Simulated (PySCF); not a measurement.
Bonds (- single, = double, # triple, : aromatic): B1-N2 1.431 Å, N2-B3 1.433 Å, N2-C4 1.420 Å, C4=C5 1.333 Å. B1 carries H6, H7; B3 carries H8, H9; C4 carries H10; C5 carries H11, H12. H11 is cis to N2; H12 is trans to N2.

[PySCF 2.14.0 with density-fitted response routines: PBE0-D3(BJ)/def2-SVP structure; σ from GIAO-PBE0/pcSseg-1; a single conformation; no relativistic terms; one averaged value for each set of equivalent atoms; isolated molecule]

Chemical shifts δ = σref − σ; TMS for 13C (184.41 ppm), 1H (31.27 ppm); BF3·OEt2 for 11B (100.73 ppm); 15N (265.67 ppm) vs NH3, all at this level.

| atoms | nucleus | count | δ (ppm) |
| --- | --- | --- | --- |
| H10 | 1H | 1 | 6.92 |
| C4 | 13C | 1 | 152.7 |
| H12 | 1H | 1 | 4.90 |
| H11 | 1H | 1 | ? |
| B1/B3 | 11B | 2 | 55.5 |
| H6/H7/H8/H9 | 1H | 4 | ? |
| C5 | 13C | 1 | 108.4 |
| N2 | 15N | 1 | 230.5 |

**Question.** Estimate the values marked ?.

**Answer.** 
- H6/H7/H8/H9: 5.84 ppm, hydrogen on a boron bonded to N
- H11: 5.53 ppm, hydrogen on a β carbon of an enol-ether or enamine type C=C; olefinic region

Hydrogens on boron are broadened and split by 11B (spin 3/2, 80 %) and 10B (spin 3). Shifts are as computed. Against solution values, carbons near 30 ppm lie about +2 ppm off and those near 130 ppm about +5 ppm. Of 1211 compounds with measured shifts, 218 miss one by over three times the rms of a fit or turn the order of signals round; such compounds aren't used in these exercises. Experimental scales use liquid or dissolved standards, which lie at an offset from isolated NH3 (liquid NH3: subtract about 20 ppm). Unscaled 15N shifts of sp2 nitrogen come out 20 to 40 ppm too high even then.
